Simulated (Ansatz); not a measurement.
Consider the redistribution: `C[CH]([SiH3])[GeH3]` + `C[O][GeH2][SH]` → `[SiH3][O][GeH2][SH]` + `C[CH](C)[GeH3]`.

Gas-phase electronic energies from Ansatz, PBE0-D4/def2-TZVP geometries. CCSD(T)/CBS adds triple-zeta CCSD(T) − MP2 to the extrapolated MP2 energy (def2 sets, frozen cores). Functionals use def2-TZVPP. For Ge outer-core shells are correlated without core-valence functions, which leaves a few kJ/mol of doubt a bond. Scalar relativity is left out up to krypton. Each species was taken in one conformer, which may not be the lowest.

| level | ΔE (eV) |
| --- | --- |
| PBE0-D4 | -1.50 |
| HF/def2-TZVPP | -1.73 |

What does CCSD(T)/CBS give? (Estimate.)

Computed: -1.61 eV. The listed levels differ from it by 0.11, -0.12 eV.

Largest T1 diagnostic among the species: 0.012.

In def2-TZVPP, CCSD(T) changes the Hartree–Fock value by +0.14 eV (the triples alone add +0.03 eV) and MP2 by +0.08 eV. From PBE to PBE0 (25 % exact exchange), in def2-TZVPP and without D4, ΔE moves by −0.08 eV.
